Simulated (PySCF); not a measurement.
**HPdN at several levels of theory**

All levels use the PBE0 minimum (triplet; Pd–H 1.543 Å, Pd–N 1.784 Å; H–Pd–N 92.0°), basis [Pd def2-TZVP with ECP28, N def2-TZVP, H def2-TZVP], scalar-relativistic core potentials, density fitting, no spin–orbit coupling, PySCF. For vertical energies the ionised species is a quartet (spins chosen at PBE0 and kept) and the electron-attached one a doublet. Atomisation goes to high-spin ground-configuration atoms, without zero-point energy. Open shells are unrestricted, also as the reference of the correlated levels. A dash marks a value that was not computed or is not defined at that level.

Coordinates in bohr (charge 0 multiplicity 3):
```
Pd   -0.2525   -0.0095    0.2951
N     1.7824    0.0673   -2.3921
H     2.0057    0.0757    2.1378
```

```csv
level,atomisation (kJ/mol),vertical IP (eV),vertical EA (eV),−ε(HOMO) (eV),dipole (D)
PBE0,435,9.53,1.03,7.10,2.97
HF,79,7.75,0.00,8.91,3.21
MP2,356,9.70,0.59,–,–
PBE,540,9.73,1.30,5.71,2.69
B3LYP,451,9.71,1.23,6.99,2.87
r2SCAN,519,9.59,1.14,6.06,2.83
TPSSh,?,?,?,?,?
r2SCANh,480,9.53,1.07,6.57,2.90
PBEsol,?,?,?,?,?
```

Q: Fill in the row of TPSSh.

A: atomisation (kJ/mol) 487, vertical IP (eV) 9.53, vertical EA (eV) 1.05, −ε(HOMO) (eV) 6.39, dipole (D) 2.97.

Q: Fill in the row of PBEsol.

A: atomisation (kJ/mol) 586, vertical IP (eV) 9.74, vertical EA (eV) 1.30, −ε(HOMO) (eV) 5.69, dipole (D) 2.66.

Spin contamination in at least one species weakens the values at: HF, MP2.

Without diffuse functions attachment energies tend to come out too low.

With open d or f shells other occupations or spin states may lie lower.
